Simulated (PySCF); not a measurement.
Fractional electron number in V²⁺ (vanadium, charge +2)

The 3d alpha orbital of [Ar] 3d3 is emptied in steps (occupation f), with all orbitals relaxed, ending at [Ar] 3d2. All numbers are calculated (PySCF 2.14, the non-relativistic Hamiltonian (point nucleus), in aug-cc-pVTZ (8s7p5d3f2g, 93 functions)). The exact energy is a straight line in f; departures are measured from the line between the end points of the same method.

Among UHF, LDA, PBE, which shows the largest delocalisation error (convex curve), and which is closest to linear?

Most convex: LDA (-1.961 eV at f = 0.5); closest to linear: UHF (0.395 eV).

```csv
f,UHF (eV),LDA (eV),PBE (eV)
1,0.000,0.000,0.000
0.9,0.151,-0.691,-0.676
0.7,0.342,-1.630,-1.592
0.5,0.395,-1.961,-1.912
0.3,0.323,-1.663,-1.620
0.1,0.135,-0.720,-0.700
0,0.000,0.000,0.000
```

| method | E(f=0) − E(f=1) (eV) | −ε at f=1 (eV) | −ε at f=0.5 (eV) |
| --- | --- | --- | --- |
| UHF | 28.768 | 30.472 | 28.712 |
| LDA | 30.410 | 22.780 | 30.309 |
| PBE | 30.204 | 22.736 | 30.121 |

Reference removal energy between the ground levels: 29.311 eV (measured; NIST Atomic Spectra Database, ionization energies). The calculation has no spin-orbit coupling. The determinant left behind need not be the lowest term of the ion. UHF lacks correlation.
